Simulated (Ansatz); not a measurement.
```yaml
crystal:
  periodic: [false, false, false]
  atoms:
    - {symbol: C, position_ang: [-0.160407, 0.073695, 1.469449]}
    - {symbol: C, position_ang: [-0.070544, -0.352072, 0.030448]}
    - {symbol: C, position_ang: [1.076723, -1.280176, -0.161520]}
    - {symbol: O, position_ang: [0.129229, 0.750649, -0.826019]}
    - {symbol: B, position_ang: [-0.831680, 1.418771, -1.395725]}
    - {symbol: Cl, position_ang: [-2.547254, 1.103230, -1.200799]}
    - {symbol: Cl, position_ang: [-0.373995, 2.780063, -2.486490]}
    - {symbol: H, position_ang: [-0.263460, -0.668300, 2.174825]}
    - {symbol: H, position_ang: [0.769883, 0.682845, 1.709520]}
    - {symbol: H, position_ang: [-0.930215, 0.862352, 1.523153]}
    - {symbol: H, position_ang: [-1.015743, -0.792540, -0.226625]}
    - {symbol: H, position_ang: [0.961187, -2.176605, 0.506033]}
    - {symbol: H, position_ang: [2.071017, -0.794578, 0.035298]}
    - {symbol: H, position_ang: [1.071172, -1.648961, -1.219149]}
basis:
  gaussian: {orbitals: def2-TZVPPP, nuclear_model: gaussian}
total_charge: 1
magnetization: {spin_polarized: true, initial_magnetization: 1}
hamiltonian: {xc: {name: revPBE0}, dispersion: d3bjatm}
accuracy: high
```

```sh
$ ansatz run in.yaml --threads 4 --pin off --events-out ev --progress --plain --max-ram 11315MiB
```

Output, abridged:

```
Error: <dir> can't be read: No such file or directory (os error 2)
```
